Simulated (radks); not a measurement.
Numerical settings for the dysprosium ion Dy+, [Xe] 4f10 6s1. Calculated with a radial shooting solver on a logarithmic mesh with Libxc functionals: scalar-relativistic Kohn-Sham, BLYP, spin-polarised, spherical densities, point nucleus; open shells are filled with parallel spins first (spin-orbit coupling, left out, can overturn this in heavy ions). The defaults (mesh step 0.008 in ln r, mesh end at 40 bohr or more with all orbitals vanishing there, Anderson mixing 0.5 over 9 steps, residual threshold near 1e-9 with the energy settled to 1e-9 hartree or 1e-11 of itself, here a cap of 69 iterations) give E = -12157.9831 hartree and 4f at -7.629 eV in 16 iterations. Run on one thread of a shared host, so times are rough (Intel(R) Xeon(R) Platinum 8488C): 0.33 s of CPU time, 0.33 s wall, 16 iterations on 2648 mesh points. Changes against that run (0 stands for a change within the tolerance of the run):

setting                    iterations         converged  E (mhartree)  e(4f) (meV)  CPU (s)
mesh step in ln r 0.02             16               yes     +0.000503            0     0.15
mesh step in ln r 0.003            16               yes             0            0     0.84
mesh step in ln r 0.012            16               yes             0            0     0.23
mesh end (bohr) 2                  14  level above zero     +1.42e+04    +5.22e+04     0.47
mesh end (bohr) 3                  16  level above zero     +1.84e+03    +1.28e+04     0.29
residual threshold 0.01            11               yes             0      -0.0548     0.26
residual threshold 0.1             11               yes             0      -0.0548     0.28
mixing 1.5                         16               yes             0            0     0.32
linear mixing, mixing 0.5          69                no       -0.0217        -31.3      1.4
linear mixing, mixing 1            69                no     +1.81e+05    -9.55e+05      3.9
mixing history 2                   33               yes             0            0     0.56
iteration cap 2                     2                no          +780    -2.42e+04     0.06

Settled on a wrong energy, with an occupied level pushed above zero by the early mesh end: mesh end (bohr) 2 (+14.2 hartree); mesh end (bohr) 3 (+1.84 hartree). Apart from these: no run marked as converged misses the energy by more than 1 mhartree. A mesh that ends early acts as a hard wall.
